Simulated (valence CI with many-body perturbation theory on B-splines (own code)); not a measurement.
## Sensitivity of CI+MBPT for Pm46+

Calculated by valence CI with perturbative core correlation (CI+MBPT): five valence electrons over a frozen Dirac-Fock core [Ne], a basis of 6 s, 6 p, 5 d, 3 f, 1 g functions for each j, with the one-electron correlation potential Σ1 (screened to all orders), the two-electron term Σ2, the three-electron term Σ3, Breit, model QED; selected single and double excitations, second order for the rest (own B-spline code, finite nucleus).

No measured spectrum was set against this ion. As an estimate, large intervals hold to a few tenths of a per cent, small ones and those within an open d or f shell to about a per cent. Among the levels kept, up to 710 cm⁻¹ of a level comes from second order outside the variational space, and about a tenth of that is noise between levels of different J, which matters for small intervals.

The reference run has the lowest level (3s^2 3p1/2^2 3p3/2) J=3/2 and an ionisation energy of 3817.75 eV. Its largest variational space holds 9999 state functions.

Levels are named by their leading jj configuration (3d3/2^4 stands for four electrons in 3d with j = 3/2), which in mixed levels can hold well under half, so a name can repeat and another be missing. Letters in brackets count levels of one name in rising energy.

Changed runs:
A. correlating orbitals by l 3 3 3 2 1 → 3 5 1 2 0; orbitals per symmetry with explicit Σ2 and valence Breit (the others get mean screening factors) 5 → 3
B. logarithmic knot step 0.27 → 0.4
C. box radius (bohr) 1.7934 → 1.61
D. factor on the speed of light 1 → 0.9 (bad on purpose)

Excitation energies of the reference run in cm⁻¹, and shifts in cm⁻¹:

```tsv
Level	Reference	A	B	C	D
(3s^2 3p1/2 3p3/2^2) J=3/2	1058500	-260	+12	+0.2	+314099
(3s^2 3p1/2 3p3/2^2) J=5/2	1135370	+102	+12	+0.2	+313878
(3s^2 3p1/2 3p3/2^2) J=1/2	1231020	+222	+12	+0.1	+315274
(3s^2 3p1/2^2 3d3/2) J=3/2	1441090	+328	+10	+0.2	+15567
(3s^2 3p1/2^2 3d5/2) J=5/2	1765200	+295	+11	+0.3	+90983
(3s 3p1/2^2 3p3/2^2) J=5/2	2110130	-89	+13	+0.2	+342089
(3s 3p1/2^2 3p3/2^2) J=1/2	2294150	+85	+14	+0.2	+353769
(3s 3p1/2^2 3p3/2^2) J=3/2	2294930	+16	+15	+0.2	+348168
(3s^2 3p3/2^3) J=3/2	2301100	+14	+24	+0.3	+629997
(3s^2 3p1/2 3p3/2 3d3/2) J=5/2 [a]	2489700	+71	+21	+0.4	+326221
(3s^2 3p1/2 3p3/2 3d3/2) J=3/2 [a]	2504230	+35	+21	+0.4	+330078
(3s^2 3p1/2 3p3/2 3d3/2) J=1/2 [a]	2506820	-53	+21	+0.4	+327977
Ionisation energy (eV)	3817.75	-0.10	-0.00027	+4e-05	+7.85
```
